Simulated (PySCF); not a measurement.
PySCF input (TPSSh/def2-TZVPD):

```python
from pyscf import gto, scf, dft

mol = gto.M(
    atom='''
    Sb    0.16971975   -0.07316651    0.35690625
    C    -0.54972812   -2.15606779   -0.53479914
    H     0.11413861   -2.93742647   -0.15732208
    H    -0.49456226   -2.12568262   -1.62536558
    H    -1.58116485   -2.35907230   -0.22629859
    C     1.26103628    1.81909805   -0.58095547
    H     2.28953304    1.83821063   -0.21277282
    H     0.73989540    2.73634455   -0.28546234
    H     1.26476935    1.73657299   -1.67021089
    C    -1.59763067    0.71900604   -0.75318961
    H    -2.48680655    0.14800856   -0.48051086
    H    -1.43547749    0.63262439   -1.83126956
    H    -1.74809752    1.76969437   -0.49934053
    ''',
    basis='def2-tzvpd',
    ecp='def2-tzvp',
    charge=-1,
    spin=1,
    verbose=4,
)

mf = dft.UKS(mol, xc='tpssh').density_fit(auxbasis='def2-universal-jkfit')
mf.grids.level = 3
mf.conv_tol = 1e-9
mf.max_cycle = 100
mf.max_memory = 1500
mf.kernel()
if not mf.converged:
    mf = mf.newton()
    mf.kernel(mf.make_rdm1())
for _ in range(2):
    mo, _, stable, _ = mf.stability(return_status=True)
    if stable:
        break
    mf.kernel(mf.make_rdm1(mo, mf.mo_occ))
mf.analyze()
```

Output:

```
ECP def2-tzvp not found for  H
ECP def2-tzvp not found for  C
PySCF version 2.14.0

[INPUT] verbose = 4
[INPUT] num. atoms = 13
[INPUT] num. electrons = 51
[INPUT] charge = -1
[INPUT] spin (= nelec alpha-beta = 2S) = 1
[INPUT] symmetry False subgroup None
[INPUT] Mole.unit = angstrom
[INPUT] Symbol           X                Y                Z      unit          X                Y                Z       unit  Magmom
[INPUT]  1 Sb     0.169719750000  -0.073166510000   0.356906250000 AA    0.320723845430  -0.138264665390   0.674455064646 Bohr   0.0
[INPUT]  2 C     -0.549728120000  -2.156067790000  -0.534799140000 AA   -1.038835589772  -4.074377629096  -1.010623906253 Bohr   0.0
[INPUT]  3 H      0.114138610000  -2.937426470000  -0.157322080000 AA    0.215690713139  -5.550931539348  -0.297295644547 Bohr   0.0
[INPUT]  4 H     -0.494562260000  -2.125682620000  -1.625365580000 AA   -0.934587222946  -4.016957979548  -3.071495798495 Bohr   0.0
[INPUT]  5 H     -1.581164850000  -2.359072300000  -0.226298590000 AA   -2.987968524289  -4.458000555048  -0.427642357475 Bohr   0.0
[INPUT]  6 C      1.261036280000   1.819098050000  -0.580955470000 AA    2.383013202340   3.437597108230  -1.097846728868 Bohr   0.0
[INPUT]  7 H      2.289533040000   1.838210630000  -0.212772820000 AA    4.326590398743   3.473714649964  -0.402082356551 Bohr   0.0
[INPUT]  8 H      0.739895400000   2.736344550000  -0.285462340000 AA    1.398199666826   5.170941781946  -0.539445641477 Bohr   0.0
[INPUT]  9 H      1.264769350000   1.736572990000  -1.670210890000 AA    2.390067682244   3.281647346417  -3.156241152366 Bohr   0.0
[INPUT] 10 C     -1.597630670000   0.719006040000  -0.753189610000 AA   -3.019084414505   1.358724497508  -1.423322082768 Bohr   0.0
[INPUT] 11 H     -2.486806550000   0.148008560000  -0.480510860000 AA   -4.699383304275   0.279695642491  -0.908033925279 Bohr   0.0
[INPUT] 12 H     -1.435477490000   0.632624390000  -1.831269560000 AA   -2.712659314078   1.195486836820  -3.460597928653 Bohr   0.0
[INPUT] 13 H     -1.748097520000   1.769694370000  -0.499340530000 AA   -3.303425551831   3.344237683485  -0.943616844595 Bohr   0.0

nuclear repulsion = 196.499251017061
number of shells = 102
number of NR pGTOs = 352
number of NR cGTOs = 248
basis = def2-tzvpd
ecp = def2-tzvp

******** <class 'pyscf.df.df_jk.DFUKS'> ********
method = DFUKS
initial guess = minao
damping factor = 0
level_shift factor = 0
DIIS = <class 'pyscf.scf.diis.CDIIS'>
diis_start_cycle = 1
diis_space = 8
diis_damp = 0
SCF conv_tol = 1e-09
SCF conv_tol_grad = None
SCF max_cycles = 100
direct_scf = False
number electrons alpha = 26  beta = 25
XC library pyscf.dft.libxc version 7.1.2
    S. Lehtola, C. Steigemann, M. J. T. Oliveira, and M. A. L. Marques,  SoftwareX 7, 1–5 (2018)
XC functionals = tpssh
    V. N. Staroverov, G. E. Scuseria, J. Tao, and J. P. Perdew,  J. Chem. Phys. 119, 12129 (2003)
radial grids:
    Treutler-Ahlrichs [JCP 102, 346 (1995); DOI:10.1063/1.469408] (M4) radial grids

becke partition: Becke, JCP 88, 2547 (1988); DOI:10.1063/1.454033
pruning grids: <function nwchem_prune>
grids dens level: 3
symmetrized grids: False
atomic radii adjust function: <function treutler_atomic_radii_adjust>
small_rho_cutoff = 0
[...]
  beta  nocc = 25  HOMO = -0.010350178808288  LUMO = 0.109616892532287
  HOMO = 0.0613753745785  LUMO = 0.109616892532  gap/eV = 1.31272
Extra cycle  E= -359.930758760053  delta_E= 1.24e-11  |g|= 9.39e-06  |ddm|= 0.000199
converged SCF energy = -359.930758760053  <S^2> = 0.75353332  2S+1 = 2.0035302
uhf_internal: lowest eigs of H = [0.11025893 0.11648736 0.12050376]
<class 'pyscf.df.df_jk.DFUKS'> wavefunction is stable in the internal stability analysis
**** SCF Summaries ****
Total Energy =                        -359.930758760053095
Nuclear Repulsion Energy =             196.499251017061169
One-electron Energy =                 -979.674593398044181
Two-electron Energy =                  423.244583620929916
Two-electron Coulomb Energy =          462.359916936331160
DFT Exchange-Correlation Energy =      -39.115333315401230
HOMO-LUMO gap [eV] =                     1.312718567230109
**** MO energy ****
                             alpha | beta                alpha | beta
MO #1   energy= -9.93219613769119  | -9.93181435952245  occ= 1 | 1
MO #2   energy= -9.92291595757208  | -9.91988636220459  occ= 1 | 1
MO #3   energy= -9.92291274459494  | -9.91988314679858  occ= 1 | 1
MO #4   energy= -5.41706546811259  | -5.4157816358024   occ= 1 | 1
MO #5   energy= -3.65747796450222  | -3.6571606739763   occ= 1 | 1
MO #6   energy= -3.65601655124388  | -3.65431366560534  occ= 1 | 1
MO #7   energy= -3.65424399319198  | -3.65251961516043  occ= 1 | 1
MO #8   energy= -1.03734999440078  | -1.03593447987545  occ= 1 | 1
MO #9   energy= -1.03671713275144  | -1.03564931559314  occ= 1 | 1
MO #10  energy= -1.03495311938097  | -1.03350524858715  occ= 1 | 1
MO #11  energy= -1.03432246370498  | -1.03102822201635  occ= 1 | 1
MO #12  energy= -1.03370232097608  | -1.03080045413846  occ= 1 | 1
MO #13  energy= -0.506779031197878 | -0.504041592277872 occ= 1 | 1
MO #14  energy= -0.481374949459913 | -0.476222913685635 occ= 1 | 1
MO #15  energy= -0.476753914221354 | -0.472794549169758 occ= 1 | 1
MO #16  energy= -0.295107425854413 | -0.28309805491979  occ= 1 | 1
MO #17  energy= -0.226939502473309 | -0.225989972831435 occ= 1 | 1
MO #18  energy= -0.223982419846608 | -0.221966884414904 occ= 1 | 1
MO #19  energy= -0.210189468643891 | -0.207194748032207 occ= 1 | 1
MO #20  energy= -0.206433300266224 | -0.204062756675937 occ= 1 | 1
MO #21  energy= -0.202363159514747 | -0.200268606144712 occ= 1 | 1
MO #22  energy= -0.198548252689734 | -0.196403813216076 occ= 1 | 1
MO #23  energy= -0.100395600805548 | -0.0883910465886242 occ= 1 | 1
MO #24  energy= -0.082467098222736 | -0.0740958949135155 occ= 1 | 1
MO #25  energy= -0.0256374808389683 | -0.010350178808288 occ= 1 | 1
MO #26  energy= 0.0613753745785424 | 0.109616892532287  occ= 1 | 0
MO #27  energy= 0.131930598100978  | 0.134426171439518  occ= 0 | 0
MO #28  energy= 0.134595379930776  | 0.137892625084576  occ= 0 | 0
MO #29  energy= 0.142046635665217  | 0.146946446098333  occ= 0 | 0
MO #30  energy= 0.166919971224541  | 0.173386253516732  occ= 0 | 0
MO #31  energy= 0.19064659726327   | 0.19275193154468   occ= 0 | 0
MO #32  energy= 0.195571058871234  | 0.197086765610348  occ= 0 | 0
MO #33  energy= 0.195959824085568  | 0.203893864793345  occ= 0 | 0
MO #34  energy= 0.199782410559155  | 0.20429404546177   occ= 0 | 0
MO #35  energy= 0.21195005934244   | 0.21572706791508   occ= 0 | 0
MO #36  energy= 0.217301526390955  | 0.220998345385066  occ= 0 | 0
MO #37  energy= 0.218780653615288  | 0.225236129930177  occ= 0 | 0
MO #38  energy= 0.239598218624038  | 0.241666002459582  occ= 0 | 0
MO #39  energy= 0.244579767874473  | 0.247452556524205  occ= 0 | 0
MO #40  energy= 0.251900123227323  | 0.254211517583148  occ= 0 | 0
MO #41  energy= 0.260011676548249  | 0.263846649150766  occ= 0 | 0
MO #42  energy= 0.265360864490929  | 0.26956331590203   occ= 0 | 0
MO #43  energy= 0.266812913199777  | 0.270139816086371  occ= 0 | 0
MO #44  energy= 0.270674144547838  | 0.274246512095903  occ= 0 | 0
MO #45  energy= 0.274445686488816  | 0.277092291622857  occ= 0 | 0
MO #46  energy= 0.278784670575911  | 0.281506167247835  occ= 0 | 0
MO #47  energy= 0.299076733040387  | 0.301825695731674  occ= 0 | 0
MO #48  energy= 0.302622138268756  | 0.305282274599105  occ= 0 | 0
MO #49  energy= 0.319797440400997  | 0.321120302974061  occ= 0 | 0
MO #50  energy= 0.323109553344756  | 0.326139313826049  occ= 0 | 0
MO #51  energy= 0.344660077636727  | 0.346332596290947  occ= 0 | 0
MO #52  energy= 0.345872113617918  | 0.348088743440838  occ= 0 | 0
MO #53  energy= 0.358742923035722  | 0.363357370481118  occ= 0 | 0
MO #54  energy= 0.372559363164099  | 0.374932880119108  occ= 0 | 0
MO #55  energy= 0.387501280929599  | 0.391831747720129  occ= 0 | 0
MO #56  energy= 0.38871226079582   | 0.3918399471092    occ= 0 | 0
MO #57  energy= 0.393750627870421  | 0.3976752973243    occ= 0 | 0
MO #58  energy= 0.39712892195437   | 0.399454161148212  occ= 0 | 0
MO #59  energy= 0.403769137248285  | 0.408563010857425  occ= 0 | 0
MO #60  energy= 0.405306375856303  | 0.408733644469324  occ= 0 | 0
MO #61  energy= 0.412648070843973  | 0.418253128254917  occ= 0 | 0
MO #62  energy= 0.416812195163733  | 0.419409454453114  occ= 0 | 0
MO #63  energy= 0.421411884226704  | 0.424863174904326  occ= 0 | 0
MO #64  energy= 0.424697937487864  | 0.428986533497725  occ= 0 | 0
MO #65  energy= 0.427636394871275  | 0.429946078694972  occ= 0 | 0
MO #66  energy= 0.440615519136726  | 0.44343991480547   occ= 0 | 0
MO #67  energy= 0.441156227404798  | 0.445745265941612  occ= 0 | 0
MO #68  energy= 0.448037810105876  | 0.449708060629175  occ= 0 | 0
MO #69  energy= 0.450869828270317  | 0.453974494103424  occ= 0 | 0
MO #70  energy= 0.451901095986895  | 0.45458500756279   occ= 0 | 0
MO #71  energy= 0.46157792035831   | 0.465273056811358  occ= 0 | 0
MO #72  energy= 0.470976307792707  | 0.474498221257946  occ= 0 | 0
MO #73  energy= 0.482666514037401  | 0.487462338698417  occ= 0 | 0
MO #74  energy= 0.493435643584107  | 0.496299176484311  occ= 0 | 0
MO #75  energy= 0.497418793538007  | 0.50180465814074   occ= 0 | 0
MO #76  energy= 0.501546930969339  | 0.504363632652556  occ= 0 | 0
MO #77  energy= 0.510782887303391  | 0.514748922044607  occ= 0 | 0
MO #78  energy= 0.515242180417945  | 0.519268889909951  occ= 0 | 0
MO #79  energy= 0.532789665155282  | 0.534251090188406  occ= 0 | 0
MO #80  energy= 0.533191163004147  | 0.53608056903944   occ= 0 | 0
MO #81  energy= 0.537845517933952  | 0.541101180801946  occ= 0 | 0
MO #82  energy= 0.54121962644287   | 0.543494843928701  occ= 0 | 0
MO #83  energy= 0.552884979296725  | 0.55529192684531   occ= 0 | 0
MO #84  energy= 0.555374935655243  | 0.559479108352444  occ= 0 | 0
MO #85  energy= 0.567353313866525  | 0.569535131725891  occ= 0 | 0
MO #86  energy= 0.580817043266238  | 0.584051989638922  occ= 0 | 0
MO #87  energy= 0.595182903618231  | 0.597446874933698  occ= 0 | 0
MO #88  energy= 0.595414355047311  | 0.599855747842829  occ= 0 | 0
MO #89  energy= 0.60699789855501   | 0.609962267614357  occ= 0 | 0
MO #90  energy= 0.621063426750699  | 0.624089956216952  occ= 0 | 0
MO #91  energy= 0.624926238974778  | 0.629184667286789  occ= 0 | 0
MO #92  energy= 0.627790006854649  | 0.630778403518012  occ= 0 | 0
MO #93  energy= 0.642537054830674  | 0.648952113682361  occ= 0 | 0
MO #94  energy= 0.660243661567072  | 0.662338969933208  occ= 0 | 0
MO #95  energy= 0.662453509627621  | 0.666417602861163  occ= 0 | 0
MO #96  energy= 0.686434562363782  | 0.688376475087679  occ= 0 | 0
MO #97  energy= 0.687372582342989  | 0.689934214112955  occ= 0 | 0
MO #98  energy= 0.706990464262747  | 0.71658827062566   occ= 0 | 0
MO #99  energy= 0.720675315595717  | 0.7224346327427    occ= 0 | 0
MO #100 energy= 0.733512335310183  | 0.738233987889246  occ= 0 | 0
MO #101 energy= 0.735322779149989  | 0.741626711709068  occ= 0 | 0
MO #102 energy= 0.777652130271077  | 0.783036960313705  occ= 0 | 0
MO #103 energy= 0.790752744089815  | 0.793877175480175  occ= 0 | 0
MO #104 energy= 0.8099164534778    | 0.811716429405219  occ= 0 | 0
[...]
```
